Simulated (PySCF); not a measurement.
Exercise with solution: oscillator strength and radiative lifetime

CH₃FO₃Si, SMILES O=CO[Si@@H](O)F.

The structure is a stationary point at PBE0-D3(BJ)/def2-SVP. The structure was generated by enumeration; whether it is a known compound was not checked. The values are those of a single conformer.

TDDFT-M06-2X/def2-SVPD in PySCF puts the first singlet state with f over 0.02 at 8.41 eV (vertical), with the transition dipole (-0.221, -0.669, 0.032) in atomic units.

Question: Find the oscillator strength, the wavelength and the radiative lifetime that this transition would have in vacuum if emission retraced absorption.

Answer: 
|μ|² = 0.4974 au, so |μ| = 1.79 D. ΔE = 8.41/27.211 = 0.3091 hartree. f = (2/3) ΔE |μ|² = 0.102 (the program prints 0.103).
λ = 1239.84/8.41 = 147 nm; ν = 67831 cm⁻¹.
Einstein's coefficient A = 0.6670 ν² f s⁻¹ (ν in cm⁻¹) = 3.1e8 s⁻¹, so τ = 1/A = 3.2 ns. This state is S3; the lower singlets have f = 0.001, 0.004. The figure is the radiative limit of this one transition; relaxation, internal conversion, crossing to triplets and a medium change what is measured.
